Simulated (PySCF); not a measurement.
Dipole response of Hf⁺ (hafnium, charge +1)

[Xe] 4f14 5d1 6s2, 2D determinant. Computed with PySCF 2.14 in x2c-TZVPPall with one added diffuse shell each of s, p, d, f type (12s8p8d4f1g, 113 functions), with scalar relativity by spin-free X2C-1e. Coupled (time-dependent) response in atomic units; α is the mean over directions.

```csv
method,mean α (bohr³),"α xx, yy, zz",C₆ (like pair),S(−4)
PBE0,53.75,"52.70, 52.70, 55.84",524.4,1213
```

S(−4) is the Cauchy moment in α(ω) = α(0) + S(−4) ω² + …

Spin-orbit coupling is absent.

α(iu) at PBE0:

```
u (hartree)  α(iu) (bohr³)
          0          53.75
     0.0500          50.91
      0.100          44.20
      0.200          30.06
      0.300          20.71
      0.500          11.71
      0.750          7.238
       1.00          5.114
       1.50          3.068
       2.00          2.071
       3.00          1.121
       5.00         0.4721
```

A single London oscillator, α(iu) = α/(1 + u²/ω²), gives C₆ = (3/4) ω α². Matching the computed C₆ needs ω = 4 × 524.4 / (3 × 53.75²) = 0.242 hartree.

For an ion, C₆ is the dispersion term alone; charge-induced terms of lower order in 1/R come first.

The components differ because the open shell of this determinant is not spherical; for a pure term their mean is the scalar polarisability.

⟨L²⟩ = 8.09 against 6 for a pure D term, so this real determinant mixes terms. Spin-orbit coupling, absent here, splits the open shell strongly. ⟨S²⟩ = 1.30 against 0.75 shows spin contamination. The s, p, d and f populations moved away from the nominal configuration during the SCF.
